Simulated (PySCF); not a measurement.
**Polarisability and C₆ of O⁺ (oxygen, charge +1)**

[He] 2s2 2p3, high-spin 4S determinant. All numbers are calculated (PySCF 2.14, no relativity, point nucleus, in aug-cc-pwCVDZ (5s4p2d, 27 functions)). Coupled (time-dependent) response in atomic units; α is the mean over directions. A double-zeta set is small for polarisabilities.

```json
{"method": "UHF", "mean α (bohr³)": "2.644", "C₆ (like pair)": "5.100", "S(−4)": "4.856"}
{"method": "PBE", "mean α (bohr³)": "2.639", "C₆ (like pair)": "5.277", "S(−4)": "4.083"}
{"method": "PBE0", "mean α (bohr³)": "2.614", "C₆ (like pair)": "5.183", "S(−4)": "4.098"}
{"method": "M06-L", "mean α (bohr³)": "2.780", "C₆ (like pair)": "5.690", "S(−4)": "4.673"}
{"method": "r2SCANh", "mean α (bohr³)": "2.654", "C₆ (like pair)": "5.380", "S(−4)": "4.137"}
```

S(−4) is the Cauchy moment in α(ω) = α(0) + S(−4) ω² + …

α(iu) at M06-L:

```json
{"u (hartree)": "0", "α(iu) (bohr³)": "2.780"}
{"u (hartree)": "0.0500", "α(iu) (bohr³)": "2.769"}
{"u (hartree)": "0.100", "α(iu) (bohr³)": "2.735"}
{"u (hartree)": "0.200", "α(iu) (bohr³)": "2.612"}
{"u (hartree)": "0.300", "α(iu) (bohr³)": "2.443"}
{"u (hartree)": "0.500", "α(iu) (bohr³)": "2.074"}
{"u (hartree)": "0.750", "α(iu) (bohr³)": "1.672"}
{"u (hartree)": "1.00", "α(iu) (bohr³)": "1.356"}
{"u (hartree)": "1.50", "α(iu) (bohr³)": "0.9210"}
{"u (hartree)": "2.00", "α(iu) (bohr³)": "0.6535"}
{"u (hartree)": "3.00", "α(iu) (bohr³)": "0.3701"}
{"u (hartree)": "5.00", "α(iu) (bohr³)": "0.1627"}
```

For an ion, C₆ is the dispersion term alone; charge-induced terms of lower order in 1/R come first.
